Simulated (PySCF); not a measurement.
Species: C₅H₉FO₂.
Atom-mapped SMILES: `[CH3:1][C@@H:2]1[CH2:3][CH2:4][O:5][C@H:6]([F:7])[O:8]1`

NICS is the negative of the GIAO shielding at a point without a nucleus: at the ring centre (0) and 1 Å above and below it (1); zz is the component along the ring normal. Level: GIAO PBE0/pcSseg-1 (PySCF, non-relativistic, gas phase) on the GFN2-xTB geometry, one conformer.

Ring bond lengths (Å), with Mayer bond orders in brackets: C2–C3 1.534 (1.01), C3–C4 1.526 (1.02), C4–O5 1.428 (0.89), O5–C6 1.359 (1.06), C6–O8 1.356 (1.06), O8–C2 1.439 (0.86).

Give the NICS values of each ring in ppm.

| ring | type | NICS(0) | NICS(1), two faces | NICS(1)zz, two faces | rms pucker (Å) | centre to ring atoms, mean (Å) |
| --- | --- | --- | --- | --- | --- | --- |
| C2–C3–C4–O5–C6–O8 | 6-membered ring with 2 O; formal bonds all single | -2.2 | -1.3 / -1.1 | 1.6 / 2.7 | 0.20 | 1.40 |

What can be read from them?

- C2–C3–C4–O5–C6–O8: mean NICS(1)zz 2.2 ppm, near zero. C2, C3, C4, C6 have four or more neighbours, and the NICS criterion for π rings isn't applied.

What is the mean of the two in-plane components of NICS at the first NICS(1) probe listed for ring C2–C3–C4–O5–C6–O8, 1 Å off the ring?

The isotropic value is a third of the trace: (3 × -1.3 − (1.6))/2 = -2.8 ppm.

List the ring angles and the Hirshfeld charges of the ring atoms.

- C2–C3–C4–O5–C6–O8: C2 109.9° (+0.052 e), C3 109.2° (-0.083 e), C4 109.9° (+0.002 e), O5 112.7° (-0.146 e), C6 117.0° (+0.180 e), O8 116.6° (-0.143 e); sum 675.3° against 720° for a flat convex ring.

What are the shieldings of the ring atoms and their hydrogens in the same run (means over atoms taken as equivalent)?

| atoms | environment | σ isotropic (ppm) | principal values of the symmetric part, first atom (ppm) |
| --- | --- | --- | --- |
| C2 | sp3 carbon bound to oxygen | 116.6 | 88.0, 108.5, 153.4 |
| C3 | ring CH2 carbon | 155.7 | 146.3, 155.7, 164.9 |
| C4 | sp3 carbon bound to oxygen | 129.8 | 107.1, 112.8, 169.5 |
| O5 | cyclic ether oxygen | 242.9 | 165.7, 250.0, 313.1 |
| C6 | sp3 carbon bearing two oxygens | 68.6 | 45.1, 72.6, 88.0 |
| O8 | cyclic ether oxygen | 224.2 | 156.7, 226.4, 289.6 |
| H on C2 | methine hydrogen | 27.46 | 24.4, 25.8, 32.3 |
| H on C3 | methylene hydrogen | 29.26 | 25.2, 27.4, 35.1 |
| H on C3 | methylene hydrogen | 30.66 | 26.6, 28.8, 36.5 |
| H on C4 | methylene hydrogen | 27.12 | 24.5, 25.7, 31.1 |
| H on C4 | methylene hydrogen | 27.87 | 23.3, 26.6, 33.7 |
| H on C6 | methine hydrogen | 25.55 | 22.3, 23.0, 31.4 |
